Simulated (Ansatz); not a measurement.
PBE exchange is replaced step by step with exact exchange (0 % is PBE, 25 % PBE0; no dispersion term), basis def2-SVP, Ansatz. System: Cd9S8Cl2. Charge 0, multiplicity 1. Geometry: PBE-D4/def2-SVP.

Geometry of the singlet:

| atom | x (Å) | y (Å) | z (Å) |
| --- | --- | --- | --- |
| S1 | 1.8386 | 2.4793 | -3.5835 |
| S2 | -0.8681 | -1.0452 | -2.9821 |
| S3 | 2.1858 | -0.6085 | 3.4683 |
| S4 | -1.0576 | -3.0539 | 1.1390 |
| S5 | 0.9732 | 0.7542 | 0.0317 |
| S6 | -2.5238 | 2.3986 | -1.9008 |
| S7 | -2.1477 | 1.1002 | 2.8121 |
| S8 | -4.4202 | -0.3391 | 0.0864 |
| Cd9 | 2.9502 | 1.6796 | -1.6833 |
| Cd10 | 3.0963 | -0.3276 | 1.0975 |
| Cd11 | 0.0628 | -1.6453 | -0.7822 |
| Cd12 | -0.2323 | 1.5744 | -2.6157 |
| Cd13 | -2.9594 | -0.2281 | -1.9273 |
| Cd14 | 0.9135 | -2.3989 | 2.3730 |
| Cd15 | 0.2505 | 0.7984 | 2.5023 |
| Cd16 | -2.6535 | -1.1818 | 1.5841 |
| Cd17 | -2.7626 | 1.8014 | 0.4625 |
| Cl18 | 4.8412 | 0.9422 | -0.1938 |
| Cl19 | 2.5134 | -2.6998 | 0.1118 |

In the def2 sets Cd takes a core potential; there is no spin–orbit coupling. Single mean-field runs in def2-SVP are fitted with def2-universal-jkfit.

| exact exchange (%) | HOMO (eV) | LUMO (eV) | gap (eV) |
| --- | --- | --- | --- |
| 0 | -5.38 | -3.86 | 1.52 |
| 5 | -5.58 | -3.73 | 1.85 |
| 10 | -5.79 | -3.60 | 2.19 |
| 15 | -5.99 | -3.47 | 2.52 |
| 25 | -6.41 | -3.20 | 3.21 |
| 35 | -6.83 | -2.92 | 3.91 |

Question: Estimate the row for 50 %.

Answer: 
| exact exchange (%) | HOMO (eV) | LUMO (eV) | gap (eV) |
| --- | --- | --- | --- |
| 50 | -7.47 | -2.49 | 4.98 |
